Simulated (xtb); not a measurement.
C4H7NO, SMILES N#CCCOC. All values are semi-empirical tight-binding results from xtb (GFN2-xTB unless named), good for trends rather than for accurate numbers. Coordinates come from a GFN2-xTB optimisation. Other conformers were not sampled.

```yaml
point_group_as_xtb_finds_it: Cs
orbital_gap: 5.53 eV
dipole_moment: 3.32 D
zero_point_energy: 65.3 kcal/mol
G − E(el) at 298.15 K (modified RRHO): 45.6 kcal/mol
static polarisability (D4 model): 57.9 bohr³
solvation energy, GFN2-xTB/ALPB(water): -6.3 kcal/mol
solvation energy, GFN2-xTB/ALPB(acetone): -7.8 kcal/mol
```

Computed IR lines (harmonic; lines under 4 % of the strongest left out, lines within 3 cm⁻¹ merged):
ν (cm⁻¹): 105 (w), 125 (w), 984 (w), 1000 (w), 1021 (w), 1121 (s), 1162 (w), 1167 (w), 1260 (w), 1353 (w), 1425 (w), 2416 (vs), 2839 (m), 2874 (m), 2900 (m), 2923 (m), 2968 (w), 3035 (w) (against the strongest line: vs over 80 %, s over 45 %, m over 15 %, w over 4 %, vw less)
